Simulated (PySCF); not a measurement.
Species: C9HN.
SMILES with atom numbers: `[CH:1]#[C:2][C:3]#[C:4][C:5]#[C:6][C:7]#[C:8][C:9]#[N:10]` (hydrogens: H11 on C1)

Computed with PySCF at PBE0/pcSseg-1 and wB97X-D/def2-SVPD, non-relativistic, on one gas-phase PBE0-D3(BJ)/def2-SVP geometry that isn't relaxed in the solvent. The solvent is an IEF-PCM continuum (Bondi radii, 1.10 Å for H, scaled by 1.2). Only the electrostatic response of the medium enters.

Gas phase at PBE0/pcSseg-1: HOMO -7.61 eV, LUMO -3.34 eV, dipole 6.00 D.

Problem. What does the continuum do to the energy, the frontier levels and the dipole at PBE0/pcSseg-1 in chloroform and acetonitrile?

Solution. 
```
     solvent      ε  E(solvent) − E(gas) (kJ/mol)  polarisation term (kJ/mol)  distortion of the solute (kJ/mol)  HOMO (eV)  LUMO (eV)  dipole (D)
  chloroform  4.711                        -14.00                      -16.37                               2.37      -7.51      -3.26        7.67
acetonitrile  35.69                        -19.27                      -23.71                               4.44      -7.48      -3.24        8.25
```

Polarisation term: ½ Σ q·V over the induced surface charges. Distortion: the rise of the solute's own energy as its density leaves the gas-phase optimum. From chloroform to acetonitrile the lowering changes by a factor 1.38, Onsager's factor (ε − 1)/(2ε + 1) by 1.35 and ε itself by 7.6.

Problem. Which radius a makes the point-dipole formula ΔE = −[(ε − 1)/(2ε + 1)]·μ²/a³ give the value in acetonitrile, with the gas-phase dipole?

Solution. μ = 2.360 au and |ΔE| = 0.00734 Eh give a = 3.78 Å; the farthest nucleus lies 6.35 Å from the centroid of the nuclei, so such a sphere wouldn't even hold the nuclei. The formula assumes a rigid point dipole at the centre of a sphere.

Problem. Which Hirshfeld charges (PBE0/pcSseg-1) respond most in acetonitrile (means over atoms taken as equivalent)?

Solution. 
| atoms | environment | gas (e) | solvent (e) | change |
| --- | --- | --- | --- | --- |
| N10 | nitrile nitrogen | -0.168 | -0.220 | -0.052 |
| H11 | alkyne hydrogen | +0.115 | +0.135 | +0.020 |
| C1 | terminal alkyne carbon | -0.037 | -0.018 | +0.019 |
| C7 | alkyne carbon | +0.015 | +0.027 | +0.012 |
| C2 | alkyne carbon | -0.028 | -0.039 | -0.011 |
| C9 | nitrile carbon | +0.087 | +0.097 | +0.010 |
| C5 | alkyne carbon | +0.011 | +0.017 | +0.006 |
| C4 | alkyne carbon | -0.009 | -0.012 | -0.003 |
| C3 | alkyne carbon | +0.012 | +0.013 | +0.001 |
| C8 | alkyne carbon | +0.004 | +0.003 | -0.001 |
| C6 | alkyne carbon | -0.003 | -0.003 | 0.000 |

Problem. How do the nuclear quadrupole coupling constants eQVzz/h respond in acetonitrile?

Solution. 
```
   nucleus  Q (barn)  gas (MHz)  solvent (MHz)  η gas  η solvent
14N at N10   0.02044      -4.59          -4.22   0.00       0.00
```

Gas phase at wB97X-D/def2-SVPD: HOMO -9.14 eV, LUMO -1.75 eV, dipole 5.94 D.

Problem. What does the continuum do to the energy, the frontier levels and the dipole at wB97X-D/def2-SVPD in chloroform and acetonitrile?

Solution. 
```tsv
solvent	ε	E(solvent) − E(gas) (kJ/mol)	polarisation term (kJ/mol)	distortion of the solute (kJ/mol)	HOMO (eV)	LUMO (eV)	dipole (D)
chloroform	4.711	-14.10	-16.52	2.42	-9.04	-1.67	7.50
acetonitrile	35.69	-19.47	-24.03	4.56	-9.02	-1.65	8.04
```

Problem. How does the static polarisability (wB97X-D/def2-SVPD, frozen core, with the continuum's full static response) change?

Solution. 
```csv
medium,isotropic (au),principal values (au),⟨r²⟩ of the electrons (bohr²)
gas,173.8,"58.2, 58.2, 405.0",3335.8
chloroform,230.7,"70.0, 70.0, 552.0",3336.9
acetonitrile,253.8,"76.4, 76.5, 608.5",3337.4
```

The isotropic value in acetonitrile is 1.46 times the gas-phase one; no cavity-field correction is applied. ⟨r²⟩ is taken about the centre of nuclear charge.

On one thread of an Arm Neoverse V1, on a shared host, this took 19 s wall. This is the whole shielding run at PBE0/pcSseg-1 in acetonitrile, SCF included.

Note: wB97X-D ran without an empirical dispersion term, which enters the total energy and its gradient alone.
